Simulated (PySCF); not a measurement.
## Gas-phase XPS of `CC(=S)[C@H](Cl)CCCF`, computed

Compound: C6H10ClFS.
Numbering: `[CH3:1][C:2](=[S:3])[C@H:4]([Cl:5])[CH2:6][CH2:7][CH2:8][F:9]`

Computed, not measured: PySCF 2.14.0, delta-SCF UKS SCAN, pcX-2 on the ionised atom, pcseg-1 elsewhere, spin-free X2C. Vertical ΔSCF values, vacuum level as zero.

Question: What binding energy does each computed site have?

Answer: 
```json
{"atom(s)": "Cl5", "environment": "alkyl chlorine", "level": "Cl 2p3/2", "binding energy (eV)": "205.81", "2p1/2 (eV)": "207.47", "above the level's lowest (eV)": "0.00", "count": "1"}
{"atom(s)": "C7", "environment": "chain CH2 carbon", "level": "C 1s", "binding energy (eV)": "291.17", "2p1/2 (eV)": "–", "above the level's lowest (eV)": "0.00", "count": "1"}
{"atom(s)": "C1", "environment": "methyl carbon", "level": "C 1s", "binding energy (eV)": "291.20", "2p1/2 (eV)": "–", "above the level's lowest (eV)": "+0.03", "count": "1"}
{"atom(s)": "C6", "environment": "chain CH2 carbon", "level": "C 1s", "binding energy (eV)": "291.24", "2p1/2 (eV)": "–", "above the level's lowest (eV)": "+0.07", "count": "1"}
{"atom(s)": "C4", "environment": "sp3 C–Cl carbon", "level": "C 1s", "binding energy (eV)": "292.48", "2p1/2 (eV)": "–", "above the level's lowest (eV)": "+1.31", "count": "1"}
{"atom(s)": "C8", "environment": "sp3 C–F carbon", "level": "C 1s", "binding energy (eV)": "293.31", "2p1/2 (eV)": "–", "above the level's lowest (eV)": "+2.14", "count": "1"}
{"atom(s)": "F9", "environment": "alkyl fluorine", "level": "F 1s", "binding energy (eV)": "692.57", "2p1/2 (eV)": "–", "above the level's lowest (eV)": "0.00", "count": "1"}
{"atom(s)": "S3", "environment": "thiocarbonyl sulfur", "level": "S 1s", "binding energy (eV)": "2476.47", "2p1/2 (eV)": "–", "above the level's lowest (eV)": "0.00", "count": "1"}
{"atom(s)": "Cl5", "environment": "alkyl chlorine", "level": "Cl 1s", "binding energy (eV)": "2828.39", "2p1/2 (eV)": "–", "above the level's lowest (eV)": "0.00", "count": "1"}
```

Lowest listed C 1s: C7, bonded to 2 C and 2 H. Highest, 2.14 eV above it: C8, bonded to F, C and 2 H. The values 291.17, 291.20 and 291.24 eV lie too close for their order to be trusted.

Question: Which photon energy gives electrons from C 1s of C4 a kinetic energy of 150 eV, and what is their de Broglie wavelength?

Answer: hν = 292.48 + 150 = 442.48 eV, recoil neglected; λ = 12.264 Å/√(E/eV) = 1.00 Å.

Question: Which photon wavelength matches the C 1s of C4 threshold?

Answer: λ = hc/E = 12398.42 eV Å / 292.48 eV = 42.391 Å.

The list is incomplete; no value stands for C 1s of C2 (hole states with ⟨S²⟩ of 1 or more are left out). The 2p values add to the ΔSCF energy of one spin-free hole a correction within the shell (spin–orbit coupling, ligand field). 2p1/2 minus 2p3/2 (ligand field included): Cl 1.65 eV. One conformer (not necessarily the lowest) at the PBE0-D3(BJ)/def2-SVP geometry, without solvent, vibrations or thermal averaging.

The values belong to the conformer `[CH3:1][C:2](=[S:3])[C@H:4]([Cl:5])[CH2:6][CH2:7][CH2:8][F:9]`: C1–C2–C4–Cl5 62°, C2–C4–C6–C7 -173°, C4–C6–C7–C8 180°, C6–C7–C8–F9 -58°.
